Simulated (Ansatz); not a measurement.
Stepwise reaction of `F[SiH](F)F` with hydrogen chloride, as a gas-phase model of exchange steps in deposition or etching. ΔE in kJ/mol; ΔG adds harmonic PBE0-D4 terms to CCSD(T)/CBS, at 1 bar.

Computed with Ansatz on PBE0-D4/def2-TZVP structures; ΔE is electronic, products minus reactants. CBS: MP2 limit from def2 TZ/QZ plus the TZ coupled-cluster correction, frozen cores. This one scheme is used for every species. Functionals use def2-TZVPP. B3LYP here is the variant with VWN-RPA as its local correlation; programs differ in this.

```tsv
step	reaction	PBE-D4	B3LYP-D4	ωB97M-V	CCSD(T)/CBS	ΔG(600 K)
1	`F[SiH](F)F` + HCl → `F[SiH](F)Cl` + H–F	45.0	55.3	53.7	53.5	52.4
2	`F[SiH](F)Cl` + HCl → `F[SiH](Cl)Cl` + H–F	42.5	52.7	51.3	49.7	54.3
3	`F[SiH](Cl)Cl` + HCl → `Cl[SiH](Cl)Cl` + H–F	39.8	49.7	48.6	45.5	55.7
```

Problem. By hand: ΔE of the 3 steps together at CCSD(T)/CBS.

Solution. (53.5) + (49.7) + (45.5) = 148.7 kJ/mol, or 49.6 kJ/mol a step.

In ΔE each step is lower than the one before. All are uphill at CCSD(T)/CBS. ΔG lies between 52.4 and 55.7 kJ/mol a step. PBE-D4 differs from CCSD(T)/CBS by -8.5 to -5.7 kJ/mol a step. Isolated molecules leave out the surface, adducts and barriers. Largest T1 diagnostic: 0.012.
